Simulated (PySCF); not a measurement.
How methods differ on the excitation energy of Al²⁺

Al²⁺ [Ne] 3s1 (2S) → Al²⁺ [Ne] 3d1 (2D), as a difference of total energies. Calculation: PySCF 2.14, in x2c-QZVPPall with one added diffuse shell each of s, p, d, f type (10s7p5d3f1g, 86 functions); the spin-free X2C one-electron Hamiltonian (Gaussian nucleus). Correlated levels: valence and next inner shell: 1s2 frozen. The calculations carry no spin-orbit coupling.

```tsv
method	excitation energy (eV)
UHF	14.185
MP2 (valence and next inner shell)	14.380
SCS-MP2 (valence and next inner shell)	14.340
CCSD (valence and next inner shell)	14.386
CCSD(T) (valence and next inner shell)	14.390
```

Q: How much does correlation contribute at CCSD(T) (valence and next inner shell)?

A: 14.390 − (14.185) = 0.205 eV, measured against UHF.

The promoted electron is Rydberg-like, and one or two diffuse shells describe it only roughly, which tends to raise the upper state.
